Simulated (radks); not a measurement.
Valence configurations of Hf III (all share [Xe]). Method: Dirac Kohn-Sham, PBE, spin-unpolarised, spherical densities, point nucleus; open shells fill j = l - 1/2 first; computed with a radial shooting solver on a logarithmic mesh with Libxc functionals. Energies are relative to 4f14 5d2; eigenvalues in eV.

valence               E (eV)  e(4f5/2)  e(4f7/2)  e(5d3/2)  e(6p1/2)  e(6s1/2)
4f14 5d1.5 6s0.5      -0.166   -33.974   -32.228   -17.839         -   -17.990
4f14 5d1 6s1          -0.148   -35.456   -33.710   -18.822         -   -18.595
4f14 5d2               0.000   -32.560   -30.815   -16.900         -         -
4f14 6s2               0.474   -38.594   -36.845         -         -   -19.848
4f14 5d1 6s0.5 6p0.5   2.400   -36.039   -34.292   -19.281   -13.811   -18.922
4f14 5d1 6p1           4.962   -36.617   -34.870   -19.734   -14.108         -
4f13.5 5d2.5           7.721   -36.494   -34.709   -17.712         -         -
4f14 6p2              11.286   -40.879   -39.129         -   -15.588         -
4f13 5d3              17.023   -40.577   -38.752   -18.511         -         -
4f13 5d2 6p1          23.224   -44.804   -42.976   -21.483   -14.547         -

NIST lists [Xe] 4f14 5d2 as the ground configuration; this level of theory puts 4f14 5d1.5 6s0.5 lower, by 0.166 eV. The energies are those of spherical spin-averaged densities, not of single terms.
